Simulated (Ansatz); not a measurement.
`[NH2][GaH][SiH3]` + H–F → `[F][GaH][SiH3]` + NH₃ at 500 K and 1 bar (ligand exchange at a Ga–N bond).

Gas-phase electronic energies from Ansatz, PBE0-D4/def2-TZVP geometries. CBS: MP2 limit from def2 TZ/QZ plus the TZ coupled-cluster correction, frozen cores. This one scheme is used for every species. For Ga outer-core shells are correlated without core-valence functions, which leaves a few kJ/mol of doubt a bond. Scalar relativity is left out up to krypton. Each species was taken in one conformer, which may not be the lowest.

```csv
species,CCSD(T)/CBS energy (Eh),H − E (kJ/mol),S (J/(mol·K))
`[NH2][GaH][SiH3]`,-2271.34304,193.2,399.9
H–F,-100.39570,39.4,188.7
`[F][GaH][SiH3]`,-2315.24439,125.1,387.3
NH₃,-56.50880,108.2,211.8
```

H − E and S are ideal-gas, rigid-rotor, harmonic terms from PBE0-D4/def2-TZVP, for one conformer and one mirror image of each species. 1 Eh = 2625.50 kJ/mol, R = 8.31446 J/(mol·K).

Question: By hand: ΔE, ΔH, ΔS and ΔG.

Answer: ΔE = (-2315.24439) + (-56.50880) − (-2271.34304) − (-100.39570) = -0.01445 Eh = -37.9 kJ/mol. Δ(H − E) = 125.1 + 108.2 − 193.2 − 39.4 = 0.7, so ΔH = -37.2 kJ/mol. ΔS = 387.3 + 211.8 − 399.9 − 188.7 = 10.5 J/(mol·K). ΔG = -37.2 − 500 × (10.5)/1000 = -42.5 kJ/mol.

Question: By hand: the equilibrium constant, and the temperature at which ΔG would vanish if ΔH and ΔS stayed fixed.

Answer: log₁₀ K = −ΔG/(RT ln 10) = 4.4. ΔH and −TΔS have one sign here, so there is no such temperature.

The number of gas molecules stays the same, so ΔS is small and ΔH decides. A doubt of 5 kJ/mol in ΔE shifts log₁₀ K by 0.5 here. Other conformers and mirror images would add mixing entropy, several J/(mol·K) or more a flexible species. Modes under 60 cm⁻¹, often nearly free rotors, make the harmonic entropy too high. These are equilibria of isolated gas molecules and say nothing of rates. Largest T1 diagnostic: 0.015 (customary marks: 0.02 for closed shells, 0.045 for open ones).

ΔS is within the doubt of such terms, so its sign, and with it that verdict, could turn.
